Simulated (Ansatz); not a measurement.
C2H6BF3S (`C[S+](C)[B-](F)(F)F`), one more setting.

```yaml
crystal:
  periodic: [false, false, false]
  atoms:
    - {symbol: C, position_ang: [-0.530147, -1.504946, -0.396421]}
    - {symbol: S, position_ang: [0.246991, 0.031039, -0.891232]}
    - {symbol: C, position_ang: [1.620426, 0.113481, 0.255453]}
    - {symbol: B, position_ang: [-1.091630, 1.433158, 0.041234]}
    - {symbol: F, position_ang: [-0.440784, 2.605918, -0.136233]}
    - {symbol: F, position_ang: [-2.226605, 1.257991, -0.674126]}
    - {symbol: F, position_ang: [-1.146267, 0.992522, 1.326669]}
    - {symbol: H, position_ang: [-1.452012, -1.589300, -0.971161]}
    - {symbol: H, position_ang: [-0.765332, -1.473704, 0.667019]}
    - {symbol: H, position_ang: [0.124501, -2.344078, -0.629383]}
    - {symbol: H, position_ang: [2.097503, 1.081394, 0.104365]}
    - {symbol: H, position_ang: [1.251687, 0.044691, 1.278429]}
    - {symbol: H, position_ang: [2.332068, -0.682865, 0.040088]}
basis:
  gaussian: {orbitals: cc-pVTZ-DK}
hamiltonian: {xc: {name: B97}}
scf: {lower_state_search: full}
```

```sh
$ ansatz run in.yaml --threads 4 --pin off --events-out ev --progress --plain --max-ram 11315MiB
```

Output, abridged:

```
Functional definition: B97
1627 factors; their error is unknown
mean field evaluation 1: about -21867.3204 eV, gradient 7.4e1 eV
mean field evaluation 2: about -21860.3933 eV, gradient 9.6e1 eV
mean field evaluation 4: about -21876.9473 eV, gradient 2.8e0 eV
mean field evaluation 8: about -21876.9672 eV, gradient 5.5e-2 eV
mean field evaluation 16: about -21876.9556 eV, gradient 1.1e-4 eV
mean field -21876.95556627 eV, -803.9632883274 hartree, gradient 6.1e-5 eV, S^2 0.000000; 0 other end points of the search recorded, 0 dependent functions left out
reference -21876.95559354 eV, -803.9632893296 hartree; 33, 33 occupied and 265, 265 virtual orbitals, 1627 factors
Total energy: -21876.95559354 eV, -803.9632893296 hartree
Relativity: scalar
```

Hardware: 4 threads of an Intel Xeon Platinum 8488C on a shared host. Wall time 6 s, peak host memory 0.79 GiB.
